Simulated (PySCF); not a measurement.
Zn(SeH)(SiMe3), C3H10SeSiZn, SMILES C[Si](C)(C)[Zn][SeH], GFN2-xTB optimised geometry.

```
16

Zn     0.61    -1.20     0.00
Se     1.91     0.48    -1.30
H      3.31     0.29    -1.22
Si    -1.78    -1.20     0.00
C     -2.26     0.65     0.00
C     -2.60    -2.08     1.49
C     -2.39    -2.01    -1.63
H     -3.31     0.79    -0.23
H     -2.07     1.11     0.97
H     -1.68     1.20    -0.74
H     -2.28    -1.65     2.43
H     -2.36    -3.14     1.51
H     -3.68    -1.99     1.43
H     -2.18    -3.08    -1.64
H     -1.91    -1.57    -2.49
H     -3.46    -1.88    -1.74
```

Density from PBE0/def2-TZVP run with PySCF at that geometry.

Minimum of the electron density along straight lines between bonded atoms, close to the bond critical point (lines longer than 1.1 times the sum of covalent radii, or with two minima, are not listed):

| bond | length / Å | ρ at the minimum / e bohr⁻³ | ∇²ρ there / e bohr⁻⁵ | position (fraction from the first atom) |
|---|---|---|---|---|
| Zn1–Se2 | 2.497 | 0.057 | ___ | 0.44 |
| Se2–H3 | 1.413 | 0.191 | ___ | 0.62 |
| Zn1–Si4 | 2.392 | 0.071 | ___ | 0.48 |
| Si4–C5 | 1.915 | 0.114 | 0.14 | 0.39 |
| Si4–C6 | 1.912 | 0.114 | 0.14 | 0.39 |
| Si4–C7 | 1.915 | 0.114 | 0.14 | 0.39 |
| C5–H8 | 1.086 | 0.274 | -0.92 | 0.64 |
| C5–H9 | 1.087 | 0.275 | -0.92 | 0.64 |
| C5–H10 | 1.087 | 0.275 | -0.92 | 0.64 |
| C6–H11 | 1.085 | 0.275 | -0.92 | 0.64 |
| C6–H12 | 1.085 | 0.275 | -0.92 | 0.64 |
| C6–H13 | 1.086 | 0.275 | -0.92 | 0.64 |
| C7–H14 | 1.086 | 0.275 | -0.92 | 0.64 |
| C7–H15 | 1.087 | 0.275 | -0.92 | 0.64 |
| C7–H16 | 1.086 | 0.274 | -0.91 | 0.64 |

Task: Some entries are withheld; supply them.

Result: 
- Zn1–Se2, ∇²ρ there / e bohr⁻⁵: 0.10
- Se2–H3, ∇²ρ there / e bohr⁻⁵: -0.32
- Zn1–Si4, ∇²ρ there / e bohr⁻⁵: -0.02
